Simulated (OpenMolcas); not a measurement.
Rh5+ (d4) among equal point charges was computed by CASSCF with the d shell active (OpenMolcas, ANO-RCC-VDZP on the metal). Its lowest spin-free states, and all those of the highest spin:

```json
{"2S+1": "5", "Degeneracy": "3", "E (cm-1)": "0.0"}
{"2S+1": "5", "Degeneracy": "2", "E (cm-1)": "1844"}
{"2S+1": "3", "Degeneracy": "3", "E (cm-1)": "20547"}
{"2S+1": "3", "Degeneracy": "3", "E (cm-1)": "21237"}
{"2S+1": "3", "Degeneracy": "3", "E (cm-1)": "22180"}
{"2S+1": "3", "Degeneracy": "2", "E (cm-1)": "22648"}
{"2S+1": "3", "Degeneracy": "3", "E (cm-1)": "24362"}
{"2S+1": "3", "Degeneracy": "3", "E (cm-1)": "25019"}
{"2S+1": "3", "Degeneracy": "3", "E (cm-1)": "25660"}
{"2S+1": "3", "Degeneracy": "1", "E (cm-1)": "25961"}
{"2S+1": "3", "Degeneracy": "3", "E (cm-1)": "26521"}
{"2S+1": "3", "Degeneracy": "2", "E (cm-1)": "27361"}
```

**Question.** Is the site octahedral, tetrahedral or cube-like, axial, or of lower symmetry?

**Answer.** The states with 2S+1 = 5 have orbital degeneracies 3, 2. Threefold states need a cubic site. For d4 at this spin an octahedron puts the twofold E below the threefold T2 and a tetrahedron or cube puts the threefold T2 below the twofold E, so the site is a tetrahedron or a cube, which this pattern cannot tell apart. The first gap at this spin, 1840 cm-1, is |10Dq| in ligand-field theory. The run had Rh5+ among 4 point charges of -2.5 e arranged as a tetrahedron (Td), 2.16 Å from the ion.

An orbital triplet at a regular site is open to Jahn-Teller coupling, which can distort the site and quench the lowest spin-orbit gaps and is left out. Without dynamic correlation the repulsion within the d shell is too large (B by tens of per cent), so at a given field states of lower spin stand too high. Point charges give a weaker field than real ligands, and real ions of this kind are as a rule low spin; the high spin found here belongs to the model. The ground term spreads over less than 5000 cm-1, several times less than with real ligands, so orbital moments are less quenched and χT lies further from the spin-only value than at real sites. Point charges carry no covalency, so the field is a model and not that of real ligands. No measured value stands beside these numbers.
